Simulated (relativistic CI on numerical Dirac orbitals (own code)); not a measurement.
# Fe²⁺: calculation against measurement

Method of calculation: Dirac-Coulomb-Breit CI, orbitals from a KLI potential per configuration, model QED (radiative potential, 1s self-energy scaled to tabulated hydrogen-like ionisation energies), valence Slater integrals scaled by 0.85, P86 correlation estimate, and configurations built on the next ion tied to the tabulated ionisation energy (semi-empirical) (own radial code, finite nucleus).

Configurations in the expansion (outside the closed core [Ne] 3s2): 3p6.3d6, 3p6.3d5.4s, 3p6.3d5.4p, 3p6.3d5.4d, 3p6.3d5.5s, 3p6.3d5.4f, 3p6.3d4.4s2, 3p6.3d5.5p, 3p6.3d4.4s.4p, 3p6.3d5.5d, 3p6.3d5.5f, 3p6.3d5.5g, 3p6.3d4.4p2, 3p6.3d4.4s.4d, 3p5.3d7. Levels of other configurations are missing.

```csv
Configuration,Term (tabulated),J,Measured (cm⁻¹),Computed,Error,Purity (%)
3p6.3d6,5D,4,0.0,0,0,99
3p6.3d6,5D,3,436.2,411,-25,99
3p6.3d6,5D,2,738.9,699,-40,99
3p6.3d6,5D,1,932.4,884,-49,99
3p6.3d6,5D,0,1027.3,974,-53,99
3p6.3d6,3P2,2,19404.8,21118,1713,99
3p6.3d6,3H,6,20051.1,19295,-756,100
3p6.3d6,3H,5,20300.8,19540,-760,99
3p6.3d6,3H,4,20481.9,19724,-758,98
3p6.3d6,3P2,1,20688.4,22326,1638,99
3p6.3d6,3P2,0,21208.5,22815,1607,99
3p6.3d6,3F2,4,21462.2,22050,588,95
3p6.3d6,3F2,3,21699.9,22286,586,97
3p6.3d6,3F2,2,21857.2,22452,595,100
3p6.3d6,3G,5,24558.8,24316,-243,99
3p6.3d6,3G,4,24940.9,24702,-239,95
3p6.3d6,3G,3,25142.4,24895,-247,97
3p6.3d5.4s,7S,3,30088.8,34467,4378,100
3p6.3d6,1I,6,30356.2,29025,-1331,100
3p6.3d6,3D,2,30716.2,31252,536,99
3p6.3d6,3D,1,30725.8,31244,518,99
3p6.3d6,3D,3,30857.8,31367,510,99
3p6.3d6,1G2,4,30886.4,30662,-224,99
3p6.3d6,1S2,0,34812.4,35442,629,99
3p6.3d6,1D2,2,35803.7,38095,2291,99
3p6.3d5.4s,5S,2,40999.9,45322,4322,99
3p6.3d6,1F,3,42896.9,43886,989,99
3p6.3d6,3P1,0,49148.0,50723,1575,99
3p6.3d6,3P1,1,49576.9,51130,1553,99
3p6.3d6,3F1,2,50184.9,50957,772,99
3p6.3d6,3F1,4,50276.1,51038,762,99
3p6.3d6,3F1,3,50295.2,51056,761,98
3p6.3d6,3P1,2,50412.3,51920,1508,99
3p6.3d6,1G1,4,57221.7,57928,706,99
3p6.3d5.4s,5G,6,63425.2,67047,3622,100
3p6.3d5.4s,5G,5,63466.4,67088,3621,100
3p6.3d5.4s,5G,4,63486.8,67110,3623,100
3p6.3d5.4s,5G,3,63494.0,67120,3626,100
3p6.3d5.4s,5G,2,63494.6,67123,3628,99
3p6.3d5.4s,5P,3,66464.6,71749,5284,94
3p6.3d5.4s,5P,2,66522.9,71804,5281,95
3p6.3d5.4s,5P,1,66591.7,71876,5285,98
3p6.3d5.4s,5D,4,69695.7,74574,4879,98
3p6.3d5.4s,5D,0,69747.4,74627,4880,99
3p6.3d5.4s,5D,1,69788.2,74670,4882,97
3p6.3d5.4s,5D,3,69836.8,74720,4883,94
3p6.3d5.4s,5D,2,69837.8,74721,4884,95
3p6.3d5.4s,3G,5,70694.0,74305,3611,99
3p6.3d5.4s,3G,3,70725.0,74344,3619,99
3p6.3d5.4s,3G,4,70728.8,74338,3610,98
3p6.3d5.4s,3P,2,73727.6,79005,5278,93
3p6.3d5.4s,3P,1,73849.1,79121,5272,96
3p6.3d5.4s,3P,0,73936.0,79211,5275,99
3p6.3d5.4s,3D,3,76956.8,81821,4864,99
3p6.3d5.4s,3D,1,77075.3,81949,4873,96
3p6.3d5.4s,3D,2,77102.4,81974,4872,94
3p6.3d5.4s,3I,7,79840.1,82013,2173,100
3p6.3d5.4s,3I,6,79844.7,82027,2182,99
3p6.3d5.4s,3I,5,79860.4,82047,2186,99
3p6.3d5.4p,7P°,2,82001.7,85753,3751,100
3p6.3d5.4p,7P°,3,82333.9,86056,3722,99
3p6.3d5.4s,3D,1,82494.9,88602,6107,69
3p6.3d5.4p,7P°,4,82846.6,86510,3664,100
3p6.3d5.4s,5F,5,83138.2,87726,4588,99
3p6.3d5.4s,5F †,4,83161.5,87764,4602,98
3p6.3d5.4s,5F †,3,83237.9,87965,4727,57
3p6.3d5.4s,5F †,1,83647.0,87454,3807,68
```

Measured levels from Corliss and Sugar, J. Phys. Chem. Ref. Data 11, 135 (1982); pairs were made by configuration, J and term (by order where the table uses no LS term), so strongly mixed levels may be paired wrongly.

Mean error by configuration (cm⁻¹): 3p6.3d6 487; 3p6.3d5.4s 4331; 3p6.3d5.4p 3712. Over the excited levels the mean absolute error is 2560 cm⁻¹ (66 of the 69 excited levels that our extract of the source holds in range could be paired, and the others can miss by more), and the median relative error of those above 1,000 cm⁻¹ is 5.1 %. † marks terms whose computed intervals miss the measured ones by more than a factor of 2.5, or configurations far off the rest, from wrong mixing, a near crossing or a doubtful label or measurement; they are left out of the means.
